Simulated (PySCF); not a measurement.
A calculated (BP86, PySCF 2.14, x2c-SVPall, the spin-free X2C one-electron Hamiltonian (Gaussian nucleus)) atom or ion has these occupied shells.

```
shell  electrons  orbital energy (eV)  rms radius, mean of both spins (bohr)
 1s α          1             -13344.4                                 0.0493
 1s β          1             -13344.2                                 0.0493
 2s α          1              -1771.3                                  0.205
 2s β          1              -1771.2                                  0.205
 2p α          3              -1567.7                                  0.183
 2p β          3              -1567.6                                  0.183
 3s α          1              -276.57                                  0.591
 3s β          1              -276.35                                  0.591
 3p α          3              -212.18                                  0.609
 3p β          3              -211.93                                  0.609
 3d α          5              -105.49                                  0.653
 3d β          5              -105.17                                  0.653
 4s α          1              -55.234                                   1.65
 4s β          1              -53.006                                   1.65
 4p α          2              -40.851                                   1.89
```

(1) Name the element and its charge.

Results:

(1) Br³⁺ (bromine, charge +3), in [Ar] 3d10 4s2 4p2, high-spin 3P determinant.
